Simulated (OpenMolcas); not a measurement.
**Ne2+: terms and fine structure**

```json
{
 "Program": "OpenMolcas 26.06",
 "Method": "SS-CASPT2, IPEA 0.25 Eh, imaginary shift 0.1 Eh (closed shells correlated: 1s 2s)",
 "Basis": "ANO-RCC-VTZP [4s3p2d1f]",
 "Scalar Hamiltonian": "DKH2, point nucleus",
 "Active space": "4 electrons in 3 orbitals (2p)",
 "State averaging": "2S+1 = 3 even, 3 roots; 2S+1 = 1 even, 6 roots",
 "Spin-orbit coupling": "state interaction with AMFI integrals over the reference wave functions, term energies averaged over their components"
}
```

With spin-orbit coupling, above the lowest level:

```
Configuration  Term  J  E (cm-1)  Measured (cm-1)      g  Term weight %
      2s2 2p4    3P  2       0.0              0.0  1.501            100
      2s2 2p4    3P  1       601              650  1.501            100
      2s2 2p4    3P  0       886              927                   100
      2s2 2p4    1D  2     26220            25841  1.000            100
      2s2 2p4    1S  0     58770            55747                   100
```

Against the 4 measured excited levels shown (Moore, Atomic Energy Levels, vol. I, NSRDS-NBS 35 (1971 reprint of NBS Circular 467, 1949)) the mean absolute deviation is 870 cm-1; the largest miss in energy is 2s2 2p4 1S0: computed 58770, measured 55747 cm-1 (+5.4 %), and the largest in proportion 2s2 2p4 3P1 (-7.6 %).

Spin-orbit coupling puts the lowest level 304 cm-1 below the lowest spin-free term.

For 3P the intervals divided by the larger J are -285.0, -300.4 cm-1. Landé's interval rule makes them equal in pure LS coupling; they differ by 5 % of their mean. The multiplet is inverted.

CASPT2 breaks the degeneracy within a term, and the mean is taken; among the terms shown or strongly mixed into the levels shown the widest spread is 48 cm-1 (2s2 2p4 1D). With the s shell closed, the reference lacks s² → p² mixing. Computed and measured levels are paired by configuration, term and J; levels that our copy of the source lacks, or whose pairing is in doubt (as where it misses far off the trend of its configuration), stay unpaired and out of the deviations. Only configurations of the active space appear.

The term weight is that of the spin-free term in the level, not the purity of its configuration.
